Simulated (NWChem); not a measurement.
System: SnHCl$_{3}$; SMILES [Cl][SnH]([Cl])[Cl]

Excerpt of the output:

```
             Northwest Computational Chemistry Package (NWChem) 7.3.0
             --------------------------------------------------------

 C3  symmetry detected

                             Geometry "geometry" -> ""
                             -------------------------

 Output coordinates in angstroms (scale by  1.889725989 to convert to a.u.)

  No.       Tag          Charge          X              Y              Z
 ---- ---------------- ---------- -------------- -------------- --------------
    1 Sn                  50.0000    -0.00000000     0.00000000     0.40669425
    2 Cl                  17.0000    -2.15917491    -0.20738995    -0.43999175
    3 Cl                  17.0000     0.89998249     1.97359530    -0.43999175
    4 Cl                  17.0000     1.25919242    -1.76620535    -0.43999175
    5 H                    1.0000    -0.00000000     0.00000000     2.10486625

 Effective nuclear repulsion energy (a.u.)     725.2840935089

      Symmetry information
      --------------------

 Group name             C3
 Group number              5
 Group order               3
 No. of unique centers     3

                                 NWChem DFT Module
                                 -----------------

 Summary of "ao basis" -> "ao basis" (spherical)
 ------------------------------------------------------------------------------
       Tag                 Description            Shells   Functions and Types
 ---------------- ------------------------------  ------  ---------------------
 Sn                         def2-svp                10       26   4s4p2d
 Cl                         def2-svp                 8       18   4s3p1d
 H                          def2-svp                 3        5   2s1p

      Symmetry analysis of basis
      --------------------------

        a          31
        e+         27
        e-         27

  Rotation of axis

            General Information
            -------------------
          SCF calculation type: DFT
          Wavefunction type:  closed shell.
          No. of atoms     :     5
          No. of electrons :    74
           Alpha electrons :    37
            Beta electrons :    37
          Charge           :     0
          Spin multiplicity:     1
          Use of symmetry is: on ; symmetry adaption is: on
          Maximum number of iterations: 150
          AO basis - number of functions:    85
                     number of shells:    37
          Convergence on energy requested:  1.00D-06
          Convergence on density requested:  1.00D-05
          Convergence on gradient requested:  5.00D-04

              XC Information
              --------------
                     Hartree-Fock (Exact) Exchange  1.000
                   CAM-Becke88 Exchange Functional  1.000
              Lee-Yang-Parr Correlation Functional  1.000

           Range-Separation Parameters
           ---------------------------
           Alpha           :  0.00
           Beta            :  1.00
           Gamma           :  0.33
           Short-Range HF  :     F

             Grid Information
             ----------------
          Grid used for XC integration:  medium
          Radial quadrature: Mura-Knowles
          Angular quadrature: Lebedev.
          Tag              B.-S. Rad. Rad. Pts. Rad. Cut. Ang. Pts.
          ---              ---------- --------- --------- ---------
          Sn                  1.45      123           8.0       590
          Cl                  1.00       88          10.0       590
          H                   0.35       45           9.0       434
          Grid pruning is: on
          Number of quadrature shells:   256
          Spatial weights used:  Erf1

      Superposition of Atomic Density Guess
      -------------------------------------

 Sum of atomic energies:       -1627.56557961

      Non-variational initial energy
      ------------------------------

 Total energy =   -1592.228984
 1-e energy   =   -3064.204701
 2-e energy   =    1079.945228
 HOMO         =      -0.392371
 LUMO         =      -0.027202

      Symmetry analysis of molecular orbitals - initial
      -------------------------------------------------

  Numbering of irreducible representations:

     1 a           2 e+          3 e-

  Orbital symmetries:

     1 a           2 e+          3 e+          4 a           5 e+
     6 e+          7 a           8 e+          9 e+         10 a
    11 e+         12 e+         13 e+         14 e+         15 a
    16 a          17 a          18 e+         19 e+         20 e+
    21 e+         22 a          23 e+         24 e+         25 a
    26 e+         27 e+         28 a          29 e+         30 e+
    31 a          32 e+         33 e+         34 e+         35 e+
    36 a          37 a          38 a          39 e+         40 e+
    41 a          42 a          43 a          44 e+         45 e+
    46 e+         47 e+

     ---------------------------------------------
      Total Density - Mulliken Population Analysis
     ---------------------------------------------

    Atom       Charge   Shell Charges
 -----------   ------   -------------------------------------------------------
    1 Sn  22    20.45   1.60  0.41  0.86  0.21  3.26  2.73  0.83  0.40  9.76  0.39
    2 Cl  17    17.50   2.00  1.99  1.23  0.73  5.94  2.16  3.44  0.01
    3 Cl  17    17.50   2.00  1.99  1.23  0.73  5.94  2.16  3.44  0.01
    4 Cl  17    17.50   2.00  1.99  1.23  0.73  5.94  2.16  3.44  0.01
    5 H    1     1.04   0.61  0.43  0.01

   convergence    iter        energy       DeltaE   RMS-Dens  Diis-err
 ---------------- ----- ----------------- --------- --------- ---------
 d= 0,ls=0.0,diis     1  -1594.1548866338 -1.99D+03  1.59D-02  8.16D-01
 d= 0,ls=0.0,diis     2  -1594.2126645122 -5.78D-02  6.57D-03  2.92D-01
 d= 0,ls=0.0,diis     3  -1594.2511175433 -3.85D-02  1.34D-03  1.54D-02
 d= 0,ls=0.0,diis     4  -1594.2530050191 -1.89D-03  1.53D-04  1.16D-04
 d= 0,ls=0.0,diis     5  -1594.2530287780 -2.38D-05  6.51D-05  9.90D-06
  Resetting Diis
 d= 0,ls=0.0,diis     6  -1594.2530322664 -3.49D-06  2.32D-05  7.07D-07
 d= 0,ls=0.0,diis     7  -1594.2530326006 -3.34D-07  5.53D-06  5.06D-08

         Total DFT energy =    -1594.253032600647
      One electron energy =    -3064.167887684061
           Coulomb energy =     1180.162665158268
    Exchange-Corr. energy =     -102.278299817296
 Nuclear repulsion energy =      392.030489742442

 Numeric. integr. density =       74.000013118830

                  Occupations of the irreducible representations
                  ----------------------------------------------

                     irrep           alpha         beta
                     --------     --------     --------
                     a                13.0         13.0
                     e+               24.0         24.0
                     e-                0.0          0.0

                       DFT Final Molecular Orbital Analysis
                       ------------------------------------

 Vector   35  Occ=2.000000D+00  E=-4.230709D-01  Symmetry=e+
              MO Center= -5.8D-01, -9.3D-02, -3.9D-01, r^2= 5.4D+00
   Bfn.  Coefficient  Atom+Function         Bfn.  Coefficient  Atom+Function
  ----- ------------  ---------------      ----- ------------  ---------------
    39     -0.336567  2 Cl pz                37      0.321570  2 Cl px
    73      0.263595  4 Cl px                55      0.254352  3 Cl px
    36     -0.251835  2 Cl pz                34      0.243913  2 Cl px
    70      0.204803  4 Cl px                52      0.198568  3 Cl px
    75      0.177449  4 Cl pz                57      0.159118  3 Cl pz

 Vector   36  Occ=2.000000D+00  E=-4.212669D-01  Symmetry=a
              MO Center= -1.8D-15,  1.4D-13,  3.8D-04, r^2= 5.7D+00
   Bfn.  Coefficient  Atom+Function         Bfn.  Coefficient  Atom+Function
  ----- ------------  ---------------      ----- ------------  ---------------
    39      0.326435  2 Cl pz                57      0.326435  3 Cl pz
    75      0.326435  4 Cl pz                36      0.253388  2 Cl pz
    54      0.253388  3 Cl pz                72      0.253388  4 Cl pz
    82     -0.253501  5 H  s                 81     -0.217437  5 H  s
    33      0.146765  2 Cl pz                51      0.146765  3 Cl pz

 Vector   37  Occ=2.000000D+00  E=-4.178270D-01  Symmetry=a
              MO Center=  4.1D-14, -2.3D-15, -4.3D-01, r^2= 5.8D+00
   Bfn.  Coefficient  Atom+Function         Bfn.  Coefficient  Atom+Function
  ----- ------------  ---------------      ----- ------------  ---------------
    38      0.380478  2 Cl py                55      0.347776  3 Cl px
    73     -0.311231  4 Cl px                35      0.282644  2 Cl py
    52      0.258351  3 Cl px                70     -0.231203  4 Cl px
    74     -0.221888  4 Cl py                32      0.164596  2 Cl py
    71     -0.164833  4 Cl py                56     -0.158590  3 Cl py

 Vector   38  Occ=0.000000D+00  E=-1.159795D-02  Symmetry=a
              MO Center= -7.9D-16, -9.0D-15,  2.0D-01, r^2= 4.5D+00
   Bfn.  Coefficient  Atom+Function         Bfn.  Coefficient  Atom+Function
  ----- ------------  ---------------      ----- ------------  ---------------
     3      0.939307  1 Sn s                  4      0.473636  1 Sn s
    82     -0.448014  5 H  s                 37     -0.365211  2 Cl px
    56      0.333822  3 Cl py                 2     -0.313854  1 Sn s
    74     -0.298743  4 Cl py                 1     -0.244572  1 Sn s
    73      0.212985  4 Cl px                81     -0.211614  5 H  s

 Vector   39  Occ=0.000000D+00  E= 5.672047D-02  Symmetry=e+
              MO Center= -1.4D-01,  6.6D-02,  5.7D-01, r^2= 4.6D+00
   Bfn.  Coefficient  Atom+Function         Bfn.  Coefficient  Atom+Function
  ----- ------------  ---------------      ----- ------------  ---------------
    15      0.895869  1 Sn py                12      0.429672  1 Sn py
    66      0.421454  4 Cl s                 14     -0.345032  1 Sn px
    48     -0.304597  3 Cl s                 55      0.250802  3 Cl px
    38     -0.247334  2 Cl py                73     -0.221959  4 Cl px
    75      0.221486  4 Cl pz                74      0.204155  4 Cl py

 Vector   40  Occ=0.000000D+00  E= 5.672047D-02  Symmetry=e+
              MO Center=  1.4D-01, -6.6D-02,  5.7D-01, r^2= 4.6D+00
   Bfn.  Coefficient  Atom+Function         Bfn.  Coefficient  Atom+Function
  ----- ------------  ---------------      ----- ------------  ---------------
    14      0.895869  1 Sn px                11      0.429672  1 Sn px
    30      0.419186  2 Cl s                 15      0.345032  1 Sn py
    48     -0.310794  3 Cl s                 37      0.298564  2 Cl px
    56      0.270533  3 Cl py                39      0.220294  2 Cl pz
    74     -0.202229  4 Cl py                12      0.165483  1 Sn py

     ---------------------------------------------
      Total Density - Mulliken Population Analysis
     ---------------------------------------------

    Atom       Charge   Shell Charges
 -----------   ------   -------------------------------------------------------
    1 Sn  22    21.34   1.60  0.42  1.09  0.08  3.25  2.76  1.37  0.47  9.71  0.61
    2 Cl  17    17.21   2.00  1.98  1.25  0.70  5.93  2.16  3.17  0.01
    3 Cl  17    17.21   2.00  1.98  1.25  0.70  5.93  2.16  3.17  0.01
    4 Cl  17    17.21   2.00  1.98  1.25  0.70  5.93  2.16  3.17  0.01
    5 H    1     1.03   0.65  0.38  0.01

     -------------------------------------------
      Total Density - Lowdin Population Analysis
     -------------------------------------------

    Atom       Charge   Shell Charges
 -----------   ------   -------------------------------------------------------
    1 Sn  22    21.80   1.17  0.76  0.77  0.41  3.01  2.84  1.34  0.89  9.46  1.14
    2 Cl  17    17.05   2.00  1.95  1.05  0.81  5.82  2.27  3.14  0.01
    3 Cl  17    17.05   2.00  1.95  1.05  0.81  5.82  2.27  3.14  0.01
    4 Cl  17    17.05   2.00  1.95  1.05  0.81  5.82  2.27  3.14  0.01
    5 H    1     1.05   0.57  0.45  0.03

     Multipole analysis of the density
     ---------------------------------

     L   x y z        total         alpha         beta         nuclear
     -   - - -        -----         -----         ----         -------
     0   0 0 0     -0.000000    -37.000000    -37.000000     74.000000

     1   1 0 0      0.000000      0.000000      0.000000     -0.000000
     1   0 1 0      0.000000      0.000000      0.000000     -0.000000
     1   0 0 1      0.848863     11.184001     11.184001    -21.519140

     2   2 0 0    -48.616646   -238.534142   -238.534142    428.451637
     2   1 1 0     -0.000000     -0.000000     -0.000000      0.000000
     2   1 0 1      0.000000      0.000000      0.000000      0.000000
     2   0 2 0    -48.616646   -238.534142   -238.534142    428.451637
     2   0 1 1      0.000000      0.000000      0.000000      0.000000
     2   0 0 2    -44.788377    -54.431092    -54.431092     64.073808
```

Level: LC-BLYP (range parameter 0.33 per bohr)/def2-SVP with def2 effective core potentials on Sn. The geometry was optimised at PBE0/def2-SVP. def2 effective core potentials on Sn; no spin-orbit coupling.

Which NWChem input produces such a log?

This is not unique; one that fits is the input that was run:
```
start job
memory heap 200 mb stack 900 mb global 1100 mb
geometry units angstroms noautoz
  Sn     0.000000     0.000000     0.412647
  Cl    -2.078473    -0.620480    -0.434039
  Cl     0.501885     2.110251    -0.434039
  Cl     1.576588    -1.489771    -0.434039
  H      0.000000     0.000000     2.110819
end
basis spherical
  * library def2-svp
end
ecp
  Sn library def2-ecp
end
dft
  xc xcamb88 1.00 lyp 1.0 hfexch 1.00
  cam 0.33 cam_alpha 0.0 cam_beta 1.0
  iterations 150
  mulliken
end
task dft energy
```
